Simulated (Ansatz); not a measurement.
CoSi₂⁻. Charge -1, multiplicity 1. Geometry PBE-D4/def2-TZVPD.

Cartesian coordinates in Å:
```
Co -0.837 0.205 -0.804
Si -0.314 0.274 1.261
Si 1.151 -0.479 -0.457
```

The restricted singlet is unstable towards broken spin symmetry at other levels; at LDA (SPW92)/def2-TZVPD, PBE-D4/def2-SVPD, PBE0-D4/def2-SVPD, BHLYP-D4/def2-TZVPD this wasn't settled. At LDA (SPW92)/def2-TZVPD, PBE-D4/def2-SVPD, PBE-D4/def2-TZVPD, PBE0-D4/def2-SVPD the highest occupied level of the charge -1 singlet lies above zero (up to 1.20 eV). The electron is either unbound and held by the finite basis, or the level is raised by self-interaction error. At LDA (SPW92)/def2-TZVPD, PBE-D4/def2-SVPD, PBE-D4/def2-TZVPD an occupied level of the charge -1 singlet lies above an empty one (by up to 0.47 eV), so this SCF solution is probably not the lowest. At PBE-D4/def2-TZVPD the restricted singlet is unstable: a solution with broken spin symmetry lies lower. The geometry of the singlet was relaxed on an unsound state (an occupied level 0.40 eV above an empty one). At PBE0-D4/def2-TZVPD a triplet of charge -1 lies 1.74 eV below the restricted singlet, each at its own geometry. The structure comes from a short search, and lower isomers may exist.

**Question.** Estimate the orbital energies around the gap (eV) in Ansatz with LDA (SPW92)/def2-TZVPD, PBE-D4/def2-SVPD, PBE-D4/def2-TZVPD, PBE0-D4/def2-SVPD, BHLYP-D4/def2-TZVPD.

**Answer.** 
| orbital | LDA (SPW92)/def2-TZVPD | PBE-D4/def2-SVPD | PBE-D4/def2-TZVPD | PBE0-D4/def2-SVPD | BHLYP-D4/def2-TZVPD |
| --- | --- | --- | --- | --- | --- |
| HOMO−13 | -89.04 | -89.13 | -88.93 | -94.30 | -99.69 |
| HOMO−12 | -89.03 | -89.12 | -88.92 | -94.29 | -99.68 |
| HOMO−11 | -56.07 | -56.34 | -56.29 | -60.86 | -65.80 |
| HOMO−10 | -55.11 | -55.37 | -55.52 | -60.43 | -65.42 |
| HOMO−9 | -55.08 | -55.34 | -55.32 | -59.51 | -64.40 |
| HOMO−8 | -7.59 | -7.42 | -7.45 | -8.88 | -10.53 |
| HOMO−7 | -4.45 | -4.22 | -4.29 | -5.35 | -6.80 |
| HOMO−6 | -1.41 | -1.16 | -1.21 | -2.81 | -5.62 |
| HOMO−5 | -1.17 | -0.97 | -1.03 | -1.79 | -3.86 |
| HOMO−4 | -1.03 | -0.84 | -0.94 | -1.50 | -3.86 |
| HOMO−3 | -0.63 | -0.41 | -0.45 | -1.45 | -3.37 |
| HOMO−2 | 0.13 | 0.42 | 0.23 | -1.32 | -1.91 |
| HOMO−1 | 0.37 | 0.57 | 0.39 | -1.07 | -1.76 |
| HOMO | 1.00 | 1.20 | 1.10 | 0.13 | -0.87 |
| LUMO | 0.53 | 0.80 | 0.72 | 2.19 | 2.98 |
| LUMO+1 | 1.78 | 1.96 | 1.95 | 2.66 | 3.21 |
| LUMO+2 | 1.95 | 2.13 | 2.06 | 2.66 | 3.82 |
| LUMO+3 | 2.38 | 2.68 | 2.53 | 3.50 | 4.07 |
| LUMO+4 | 3.49 | 3.99 | 3.59 | 4.63 | 4.47 |
| LUMO+5 | 3.66 | 4.27 | 3.75 | 4.93 | 5.06 |
